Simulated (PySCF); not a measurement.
C3H8O2Si.
SMILES with atom numbers: `[CH2:1]=[CH:2][Si@@H:3]([OH:4])[O:5][CH3:6]` (hydrogens: H7, H8 on C1; H9 on C2; H10 on Si3; H11 on O4; H12, H13, H14 on C6)

The closed-shell SCF was solved with PySCF and density fitting under several settings on one GFN2-xTB geometry (grid level 2 and gas phase unless stated).

| settings | basis functions | SCF cycles | E (Eh) | HOMO (eV) | LUMO (eV) | dipole (D) |
| --- | --- | --- | --- | --- | --- | --- |
| PBE0/pcSseg-1 | 149 | 13 | -558.6531 | -8.01 | -0.35 | 1.22 |
| PBE0/def2-SVPD | 194 | 13 | -558.4209 | -8.05 | -0.49 | 1.11 |
| PBE/IGLO-II, IEF-PCM benzene, grid level 1 | 193 | 11 | -558.7206 | -6.49 | -1.35 | 1.27 |
| X3LYP/ANO-RCC-VDZP, IEF-PCM water, fitting basis def2-universal-jkfit, energy threshold 1e-11 Eh | 128 | 12 | -558.9662 | -7.66 | -0.32 | 1.55 |

Q: Estimate the rows for these settings: (1) PBE0/6-31G*; (2) PBE0/6-311+G(2d,p), level shift 0.2 Eh.

A: 
| settings | basis functions | SCF cycles | E (Eh) | HOMO (eV) | LUMO (eV) | dipole (D) |
| --- | --- | --- | --- | --- | --- | --- |
| PBE0/6-31G* | 104 | 13 | -558.6580 | -7.74 | 0.03 | 1.28 |
| PBE0/6-311+G(2d,p), level shift 0.2 Eh | 218 | 12 | -558.7927 | -8.02 | -0.55 | 1.13 |

Q: Over all rows, what range does the HOMO–LUMO gap span?

A: From 5.14 eV (PBE/IGLO-II, IEF-PCM benzene, grid level 1) to 7.77 eV (PBE0/6-31G*). The functional of the narrowest has no exact exchange, that of the widest 25 % exact exchange.

Q: Compare two rows with the functional PBE0: PBE0/6-311+G(2d,p), level shift 0.2 Eh and PBE0/def2-SVPD. Which energy is lower, and by how much?

A: PBE0/6-311+G(2d,p), level shift 0.2 Eh (218 functions) lies 0.3718 Eh or 233 kcal/mol below PBE0/def2-SVPD (194 functions).

Cycle counts include a coarse-grid stage where the run had one. All basis functions are spherical, in the Pople sets too. ANO-RCC sets were contracted for a scalar-relativistic Hamiltonian, but ran non-relativistically here. The structure is a single GFN2-xTB conformer; no vibrational corrections.

Conformer computed: `[CH2:1]=[CH:2][Si@@H:3]([OH:4])[O:5][CH3:6]`: C1–C2–Si3–O4 68°, C2–Si3–O5–C6 -171°, H–O4–Si3–C2 -57°.
